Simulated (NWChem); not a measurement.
C₂H₄F₂OSi; SMILES C=C(F)[Si@@H](O)F

```xyz
10

C     -1.2359    -1.6569    -0.3577
C     -0.1178    -1.0584     0.0507
F      1.0091    -1.8026     0.2568
Si     0.1143     0.7684     0.4012
O      1.3078     1.4297    -0.5224
F     -1.3252     1.4226     0.0754
H     -1.2804    -2.7282    -0.5342
H     -2.1323    -1.0681    -0.5173
H      0.4832     1.0574     1.7976
H      1.3233     1.2017    -1.4628
```
Atoms are numbered in this order, from 1.

Level: B3LYP/6-31G* (spherical d) (NWChem), optimised geometry, unscaled harmonic frequencies. 

```
frequency (cm⁻¹)  IR intensity (km/mol)
----------------  ---------------------
48                                  1.9
135                                 5.1
190                                13.0
281                                38.2
293                                49.8
366                                52.8
384                                31.3
484                                45.8
649                                17.0
773                                 2.8
798                                34.5
849                                55.3
880                               275.5
919                               133.1
922                                61.6
955                                19.5
978                               234.6
1241                               79.4
1420                                8.2
1702                               24.6
2344                              129.0
3182                                1.2
3276                                1.4
3801                               76.3
```

```yaml
zero_point_energy: 38.4 kcal/mol
thermal correction to the enthalpy at 298.15 K (with zero-point energy): 43.6 kcal/mol
heat capacity Cv: 24.9 cal/(mol K)
entropy at 298.15 K and 1 atm (symmetry number 1): 84.9 cal/(mol K)
dipole_moment: 1.60 D
```

Rigid rotor and harmonic oscillator; modes under 100 cm⁻¹ make the entropy uncertain.
